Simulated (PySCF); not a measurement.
Cl₃Ge, doublet, at a GFN2-xTB geometry; BLYP/6-31G* (PySCF).

PySCF was given this input:
```python
from pyscf import gto, scf, dft

mol = gto.M(
    atom='''
Cl   -1.47561963   -1.37868741   -0.28744895
Ge    0.00218824    0.01532854    0.53081660
Cl   -0.45053478    1.95127180   -0.38783493
Cl    1.92203537   -0.60143812   -0.32390030
''',
    basis='6-31g*',
    spin=1,
    verbose=4,
)

mf = dft.UKS(mol)
mf.xc = 'blyp'
mf.kernel()
```

It wrote (shortened):

```
PySCF version 2.14.0

[INPUT] verbose = 4
[INPUT] num. atoms = 4
[INPUT] num. electrons = 83
[INPUT] charge = 0
[INPUT] spin (= nelec alpha-beta = 2S) = 1
[INPUT] symmetry False subgroup None
[INPUT] Mole.unit = angstrom
[INPUT] Symbol           X                Y                Z      unit          X                Y                Z       unit  Magmom
[INPUT]  1 Cl    -1.475619630000  -1.378687410000  -0.287448950000 AA   -2.788516964732  -2.605341616286  -0.543199790294 Bohr   0.0
[INPUT]  2 Ge     0.002188240000   0.015328540000   0.530816600000 AA    0.004135174295   0.028966742489   1.003097996373 Bohr   0.0
[INPUT]  3 Cl    -0.450534780000   1.951271800000  -0.387834930000 AA   -0.851387343791   3.687369296587  -0.732901799240 Bohr   0.0
[INPUT]  4 Cl     1.922035370000  -0.601438120000  -0.323900300000 AA    3.632120451027  -1.136553327673  -0.612082858664 Bohr   0.0

nuclear repulsion = 525.944604757377
number of shells = 36
number of NR pGTOs = 248
number of NR cGTOs = 86
basis = 6-31g*
ecp = {}

******** <class 'pyscf.dft.uks.UKS'> ********
method = UKS
initial guess = minao
damping factor = 0
level_shift factor = 0
DIIS = <class 'pyscf.scf.diis.CDIIS'>
diis_start_cycle = 1
diis_space = 8
diis_damp = 0
SCF conv_tol = 1e-09
SCF conv_tol_grad = None
SCF max_cycles = 50
direct_scf = True
direct_scf_tol = 1e-13
number electrons alpha = 42  beta = 41
XC library pyscf.dft.libxc version 7.1.2
    S. Lehtola, C. Steigemann, M. J. T. Oliveira, and M. A. L. Marques,  SoftwareX 7, 1–5 (2018)
XC functionals = blyp
    A. D. Becke,  Phys. Rev. A 38, 3098 (1988)
    C. Lee, W. Yang, and R. G. Parr,  Phys. Rev. B 37, 785 (1988)
    B. Miehlich, A. Savin, H. Stoll, and H. Preuss,  Chem. Phys. Lett. 157, 200 (1989)
radial grids:
    Treutler-Ahlrichs [JCP 102, 346 (1995); DOI:10.1063/1.469408] (M4) radial grids

becke partition: Becke, JCP 88, 2547 (1988); DOI:10.1063/1.454033
pruning grids: <function nwchem_prune>
grids dens level: 3
symmetrized grids: False
atomic radii adjust function: <function treutler_atomic_radii_adjust>
small_rho_cutoff = 0
Set gradient conv threshold to 3.16228e-05
tot grids = 77280
init E= -3457.04045718486

cycle= 1 E= -3457.27871010696  delta_E= -0.238  |g|= 0.532  |ddm|= 1.73
cycle= 2 E= -3456.76675600956  delta_E= 0.512  |g|= 1.12  |ddm|= 1.92
cycle= 3 E= -3457.39659995839  delta_E= -0.63  |g|= 0.0959  |ddm|= 1.47
cycle= 4 E= -3457.40107321863  delta_E= -0.00447  |g|= 0.044  |ddm|= 0.202
cycle= 5 E= -3457.40240586894  delta_E= -0.00133  |g|= 0.00408  |ddm|= 0.0593
cycle= 6 E= -3457.40241771026  delta_E= -1.18e-05  |g|= 0.000802  |ddm|= 0.00848
cycle= 7 E= -3457.40241802523  delta_E= -3.15e-07  |g|= 0.000335  |ddm|= 0.00162
cycle= 8 E= -3457.40241812338  delta_E= -9.81e-08  |g|= 4.77e-05  |ddm|= 0.000724
cycle= 9 E= -3457.40241812459  delta_E= -1.21e-09  |g|= 2.17e-05  |ddm|= 8.74e-05
cycle= 10 E= -3457.40241812481  delta_E= -2.24e-10  |g|= 9.68e-06  |ddm|= 4.26e-05
Extra cycle  E= -3457.40241812451  delta_E= 3.01e-10  |g|= 2.17e-05  |ddm|= 5.36e-05
converged SCF energy = -3457.40241812451  <S^2> = 0.75139659  2S+1 = 2.0013961
```
